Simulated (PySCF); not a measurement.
Bond curve of CuCl

Set-up: PySCF, no relativity, basis sets Cu def2-TZVPPD, Cl def2-TZVPPD. Energies in eV from Cu (3d10 4s1) + Cl in their ground configurations at the same level. State: ¹Σ⁺ (singlet), closed shell.

All columns are PBE. A positive dipole means Cu(−)Cl(+).

```
R (Å)  E (eV)  μ (D)  Mulliken charge on Cu (basis-dependent)  HOMO (eV)  LUMO (eV)  Mayer bond order  ⟨S²⟩
1.791  -2.956  -3.75                                     0.33      -6.06      -3.61              1.36  0.00
1.875  -3.427  -3.97                                     0.22      -6.06      -3.72              1.35  0.00
1.958  -3.672  -4.19                                     0.18      -6.06      -3.83              1.30  0.00
2.021  -3.751  -4.36                                     0.17      -6.07      -3.92              1.26  0.00
2.083  -3.764  -4.54                                     0.18      -6.09      -4.01              1.22  0.00
2.146  -3.728  -4.72                                     0.20      -6.10      -4.10              1.17  0.00
2.229  -3.626  -4.96                                     0.23      -6.13      -4.21              1.11  0.00
2.333  -3.442  -5.26                                     0.28      -6.15      -4.36              1.05  0.00
2.458  -3.177  -5.61                                     0.33      -6.17      -4.53              0.98  0.00
2.625  -2.800  -6.05                                     0.39      -6.15      -4.75              0.92  0.00
```

A fit through these points gives, at Re = 2.066 Å, μ = -4.49 D and dμ/dR = -2.84 D/Å; the reduced mass is 22.48 u.

Task: How strong is the fundamental in the double-harmonic approximation, I = 42.26·(dμ/dR)²/μred km/mol?

Result: I = 42.26·(-2.84)²/22.48 = 15.2 km/mol at PBE.
